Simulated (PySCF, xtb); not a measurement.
CH₆GeO₂Si, SMILES [CH3][GeH]1[O][SiH2][O]1.

Harmonic wavenumbers (cm⁻¹) from GFN2-xTB run with xtb at its own minimum, in rising order: 78, 114, 143, 232, 346, 349, 506, 549, 554, 590, 608, 639, 715, 725, 789, 795, 798, 837, 1283, 1419, 1425, 1885, 2349, 2366, 3001, 3026, 3032.

What does PBE0-D3(BJ)/def2-SVP in PySCF give at its own minimum? (An estimate is asked for; the answer gives what the named calculation found.)

83, 121, 160, 253, 436, 551, 606, 628, 634, 682, 712, 733, 751, 835, 853, 868, 928, 1014, 1256, 1423, 1423, 2169, 2248, 2254, 3071, 3184, 3198. Paired by order, the mean absolute difference is 89 cm⁻¹ and the zero-point energies are 41.7 and 44.4 kcal/mol.
